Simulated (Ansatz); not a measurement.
The cluster Mg9Se9. Total charge 0; singlet. Geometry PBE-D4/def2-SVP; atoms count from 1.

Cartesian coordinates in Å:
```
Mg 1.556 -2.571 -1.195
Mg -1.120 -0.989 -2.230
Mg 2.190 0.542 -0.432
Mg -1.069 1.323 -0.239
Mg 1.876 -0.614 -3.337
Mg -2.039 0.998 2.869
Mg -2.915 -1.051 1.120
Mg 0.754 2.587 2.697
Mg 1.273 -0.304 2.642
Se 2.900 1.491 1.802
Se 0.343 -2.661 -3.457
Se 0.541 1.361 -2.329
Se 0.063 -1.320 0.572
Se -0.016 0.841 4.481
Se 3.671 -1.217 -1.617
Se -3.231 0.428 -1.578
Se -3.410 -2.003 -1.233
Se -1.366 3.157 1.465
```

Single mean-field runs in def2-SVP are fitted with def2-universal-jkfit. Another isomer (singlet) lies 2.00 eV lower at PBE0-D4/def2-TZVP; other spin states weren't run for this one.

Question: Estimate the Mulliken populations from the PBE0/def2-SVP orbitals of Ansatz.

Answer: 
```
atom  charge (e)
 Mg1        0.42
 Mg2        0.61
 Mg3        0.65
 Mg4        0.38
 Mg5        0.38
 Mg6        0.34
 Mg7        0.22
 Mg8        0.40
 Mg9        0.50
Se10       -0.48
Se11       -0.43
Se12       -0.52
Se13       -0.55
Se14       -0.50
Se15       -0.48
Se16       -0.20
Se17       -0.25
Se18       -0.49
```
Mulliken values depend strongly on the basis.

Question: And the Mayer bond orders between heavy atoms (over 0.3)?

Answer: Mg1–Se11 0.78 (2.57 Å); Mg1–Se13 0.63 (2.63 Å); Mg1–Se15 0.81 (2.55 Å); Mg2–Se11 0.63 (2.54 Å); Mg2–Se12 0.39 (2.88 Å); Mg2–Se16 0.51 (2.62 Å); Mg2–Se17 0.45 (2.70 Å); Mg3–Se10 0.64 (2.53 Å); Mg3–Se12 0.51 (2.64 Å); Mg3–Se15 0.56 (2.59 Å); Mg4–Se12 0.52 (2.64 Å); Mg4–Se13 0.38 (2.99 Å); Mg4–Se16 0.52 (2.70 Å); Mg4–Se18 0.71 (2.52 Å); Mg5–Se11 0.81 (2.56 Å); Mg5–Se12 0.71 (2.59 Å); Mg5–Se15 0.80 (2.56 Å); Mg6–Mg7 0.76 (2.83 Å); Mg6–Se14 0.62 (2.59 Å); Mg6–Se18 0.63 (2.66 Å); Mg7–Se17 0.60 (2.59 Å); Mg8–Se10 0.72 (2.57 Å); Mg8–Se14 0.71 (2.61 Å); Mg8–Se18 0.83 (2.52 Å); Mg9–Se10 0.80 (2.56 Å); Mg9–Se13 0.57 (2.60 Å); Mg9–Se14 0.82 (2.52 Å); Se16–Se17 0.97 (2.46 Å).
